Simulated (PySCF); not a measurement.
Isomers of [C8H11]+. The calculation used TDDFT CAM-B3LYP/def2-SVPD, vertical, gas phase, core orbitals frozen in the response (PySCF). Geometries: PBE0-D3(BJ)/def2-SVP; one conformer of each isolated species. Triplets are in the Tamm–Dancoff approximation. Ions are computed without counter-ions or solvent.

A. `CCC1=CC=CC[CH+]1`
B. `C=C(C)[C+]1C=CCC1`
C. `C1CC=C([CH+]1)C1CC1`

Lowest singlet levels (six at most, fewer where fewer were computed) with oscillator strengths:

1. 318 nm (f 0.107); 251 nm (f 0.002); 247 nm (f 0.012); 226 nm (f 0.060); 218 nm (f 0.007); 203 nm (f 0.004); T1 2.19 eV
2. 357 nm (f 0.039); 294 nm (f 0.000); 221 nm (f 0.073); 221 nm (f 0.001); 213 nm (f 0.000); 204 nm (f 0.057)
3. 302 nm (f 0.436); 222 nm (f 0.000); 219 nm (f 0.051); 218 nm (f 0.005); 206 nm (f 0.000); 194 nm (f 0.002); T1 2.19 eV

Question: Match each spectrum to its molecule.

Answer: 1 = A, 2 = C, 3 = B.
- A: S1 at 3.90 eV, HOMO→LUMO (98%); Löwdin shares by element: HOMO carbon 69% or more (atoms not listed hold the other 31%); LUMO carbon 70% or more (atoms not listed hold the other 30%); HOMO -13.84 and LUMO -7.17 eV.
- B: S1 at 4.10 eV, HOMO→LUMO (98%); Löwdin shares by element: HOMO carbon 71% or more (atoms not listed hold the other 29%); LUMO carbon 74% or more (atoms not listed hold the other 26%); HOMO -13.46 and LUMO -6.98 eV; point group Cs, 2 of its 6 listed states under f = 0.0005.
- C: S1 at 3.47 eV, HOMO→LUMO (99%); Löwdin shares by element: HOMO carbon 66% or more (atoms not listed hold the other 34%); LUMO carbon 79% or more (atoms not listed hold the other 21%); HOMO -13.34 and LUMO -7.22 eV; point group Cs, 2 of its 6 listed states under f = 0.0005.
